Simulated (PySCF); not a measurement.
## Polarisability and C₆ of Ni⁺ (nickel, charge +1)

[Ar] 3d9, 2D determinant. Computed with PySCF 2.14 in def2-TZVPPD, with the non-relativistic Hamiltonian (point nucleus). Coupled (time-dependent) response in atomic units; α is the mean over directions.

```csv
method,mean α (bohr³),"α xx, yy, zz",C₆ (like pair),S(−4)
HSE06,6.037,"5.598, 5.598, 6.915",13.33,56.63
```

S(−4) is the Cauchy moment in α(ω) = α(0) + S(−4) ω² + …

α(iu) at HSE06:

| u (hartree) | α(iu) (bohr³) |
| --- | --- |
| 0 | 6.037 |
| 0.0500 | 5.900 |
| 0.100 | 5.533 |
| 0.200 | 4.512 |
| 0.300 | 3.585 |
| 0.500 | 2.437 |
| 0.750 | 1.776 |
| 1.00 | 1.449 |
| 1.50 | 1.119 |
| 2.00 | 0.9305 |
| 3.00 | 0.6795 |
| 5.00 | 0.3889 |

A single London oscillator, α(iu) = α/(1 + u²/ω²), gives C₆ = (3/4) ω α². Matching the computed C₆ needs ω = 4 × 13.33 / (3 × 6.037²) = 0.488 hartree.

For an ion, C₆ is the dispersion term alone; charge-induced terms of lower order in 1/R come first.

The components differ because the open shell of this determinant is not spherical; for a pure term their mean is the scalar polarisability.
